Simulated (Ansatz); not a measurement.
`N=[CH][AlH][OH]`, relaxed with RKS PBE0-D4/def2-TZVP in Ansatz from a PBE-D4/def2-SVP geometry. The force threshold is 0.005 eV/Å; the program also tests the step.

Total charge 0; spin multiplicity 1.

Start:

```xyz
8

N     1.928    0.357   -0.038
C     0.830    1.008   -0.235
Al   -0.949    0.135   -0.059
O    -0.685   -1.513    0.368
H     1.714   -0.631    0.210
H     0.961    2.084   -0.508
H    -2.420    0.734   -0.253
H    -1.379   -2.174    0.515
```

(1) By how much does the energy fall, and how many steps does the optimiser take? (Estimate.)

(2) Which bonds change most? (An estimate is asked.)

(3) Give the relaxed structure. (Estimate.)

Answers

(1) Computed: 4.09 kJ/mol, in 7 steps.

(2) Computed: Al3–O4 from 1.722 to 1.695 Å; C2–H6 from 1.118 to 1.099 Å; N1–H5 from 1.041 to 1.024 Å; C2–Al3 from 1.990 to 1.974 Å.

(3) The calculation gave: 
```xyz
8

N     1.914    0.374   -0.042
C     0.820    1.001   -0.233
Al   -0.931    0.109   -0.053
O    -0.706   -1.518    0.368
H     1.738   -0.605    0.203
H     0.940    2.060   -0.501
H    -2.373    0.732   -0.252
H    -1.404   -2.153    0.511
```
